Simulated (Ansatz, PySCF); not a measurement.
Dimer: CHN (SMILES C#N) (first 3 atoms) with H4OSi (SMILES O[SiH3]); geometry from B3LYP-D3(BJ)/def2-TZVP, rigid monomers moved along the line of their centres of mass till N2···H6 is 2.29 Å.
(charge 0, multiplicity 1):
```xyz
9

C      0.57627     1.53752    -0.61858
N      0.60171     1.15180     0.45781
H      0.55290     1.89771    -1.62295
O      0.61073     0.01534     3.50978
Si    -0.59068    -1.03074     3.90740
H      0.63077     0.36729     2.60857
H     -1.93935    -0.42340     3.75810
H     -0.37957    -1.39963     5.32341
H     -0.56469    -2.26200     3.07473
```

Monomers are frozen at their geometry in the pair; levels with a basis set take the counterpoise correction.

Frozen-core correlation.

The values were computed with Ansatz (a quantum-chemistry and plane-wave program) with Gaussian orbitals; PySCF for the dispersion terms. Values without a source in brackets are computed.

**Question.** Estimate the interaction energy that B3LYP-D3(BJ)/def2-TZVPPD returns for this input.

**Answer.** -5.1 kcal/mol
